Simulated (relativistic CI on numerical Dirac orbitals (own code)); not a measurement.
Computed by Dirac-Coulomb-Breit CI, orbitals from a KLI potential per configuration, QED by a radiative potential, unscaled Slater integrals (own radial code, finite nucleus).

Configurations in the expansion (outside the closed core 1s2): 2s², 2s2p, 2p², 2p3s, 2p3p, 2s3s, 2s3p, 2s3d, 2s4s, 2s4p, 2s4d, 2s4f, 2s5s, 2s5p, 2s5d, 3s², 2s5f, 2s5g, 3s3p, 3p². Levels of other configurations are missing.

At this charge energies of transitions that change n are usually good to better than 1 %, and those within a shell (Δn = 0) to a few per cent.

Outline of the computed level scheme of Mn XXII. Lowest level of each configuration: 2s² ¹S0 at 0.00 eV; 2s2p ³P°0 at 41.44 eV; 2p² ³P0 at 113.28 eV; 2s3s ³S1 at 1013.32 eV; 2s3p ³P°0 at 1033.72 eV; 2s3d ³D1 at 1047.32 eV; 2p3s ³P°0 at 1065.76 eV; 2p3p ³D1 at 1078.58 eV; 2s4s ³S1 at 1360.31 eV.

Some strong electric-dipole decays among the lowest 36 levels: 2s3d ³D3 → 2s2p ³P°2 (1.9e+13 s⁻¹); 2s3d ³D2 → 2s2p ³P°1 (1.5e+13 s⁻¹); 2s3d ¹D2 → 2s2p ¹P°1 (1.4e+13 s⁻¹); 2s3d ³D1 → 2s2p ³P°0 (1.1e+13 s⁻¹); 2s3d ³D1 → 2s2p ³P°1 (8.1e+12 s⁻¹); 2p3p ¹D2 → 2s2p ¹P°1 (6.5e+12 s⁻¹); 2s3p ¹P°1 → 2s² ¹S0 (6.4e+12 s⁻¹); 2p3p ¹S0 → 2s2p ¹P°1 (6.3e+12 s⁻¹).

LS names give the leading component of a level, which can be under half, so a name can repeat, a term be missing and a line seem to break the LS rules.
